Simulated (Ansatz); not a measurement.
Two isomers of CH9AsSi2: A = `C[SiH]([SiH3])[AsH2]`, B = `C[SiH2][SiH2][AsH2]`.

Computed with Ansatz on PBE0-D4/def2-TZVP structures; ΔE is electronic, products minus reactants. CCSD(T)/CBS is the MP2 limit (def2-TZVPP, def2-QZVPP) plus CCSD(T) − MP2 in def2-TZVPP, frozen cores. Functionals use def2-TZVPP. B3LYP here is the variant with VWN-RPA as its local correlation; programs differ in this. For As outer-core shells are correlated without core-valence functions, which leaves a few kJ/mol of doubt a bond. Scalar relativity is left out up to krypton. Each species was taken in one conformer, which may not be the lowest.

(1) Which isomer does CCSD(T)/CBS put lower? Give the gap. (Best estimate.)

(2) Give E(B) − E(A) in kJ/mol with PBE0-D4, B3LYP-D4, MP2/def2-TZVPP, r2SCAN-D4, B2PLYP, CCSD/def2-TZVPP, B3LYP. (Estimate.)

Largest T1 diagnostic: 0.012.

Results:

(1) The calculation gave: A, by 2.5 kJ/mol.

(2) The calculation gave: PBE0-D4 2.1, B3LYP-D4 2.4, MP2/def2-TZVPP 3.0, r2SCAN-D4 2.3, B2PLYP 1.8, CCSD/def2-TZVPP 1.9, B3LYP 1.1. None reverses the order clearly.
